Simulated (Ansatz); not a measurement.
Reaction (hydrogenolysis of a C–C bond): `CC#CC(F)(F)F` + H₂ → `C#CC(F)(F)F` + CH₄

Computed with Ansatz on PBE0-D4/def2-TZVP structures; ΔE is electronic, products minus reactants. CCSD(T)/CBS is the MP2 limit (def2-TZVPP, def2-QZVPP) plus CCSD(T) − MP2 in def2-TZVPP, frozen cores. This one scheme is used for every species. Functionals use def2-TZVPP. B3LYP here is the variant with VWN-RPA as its local correlation; programs differ in this.

| level | ΔE (eV) |
| --- | --- |
| BLYP-D4 | -0.33 |
| B97M-V | -0.38 |
| PBE0-D4 | -0.32 |
| ωB97M-V | -0.38 |
| B3LYP | -0.40 |
| BHLYP | -0.44 |
| CCSD/def2-SVP | -0.42 |
| SCS-MP2/def2-QZVPP | -0.39 |

(1) What does CCSD(T)/CBS give? (Estimate.)

Largest T1 diagnostic among the species: 0.013.

Answers

(1) The calculation gave: -0.40 eV. The listed levels differ from it by 0.07, 0.02, 0.08, 0.02, 0.00, -0.04, -0.02, 0.01 eV.

From BLYP to BHLYP (50 % exact exchange), in def2-TZVPP and without D4, ΔE moves by −0.04 eV. The D4 term adds +0.05 eV with B3LYP and +0.03 eV with PBE0; it sums over pairs of atoms, weighted by their polarisabilities, and B3LYP, whose exchange is more repulsive, gets the larger term.
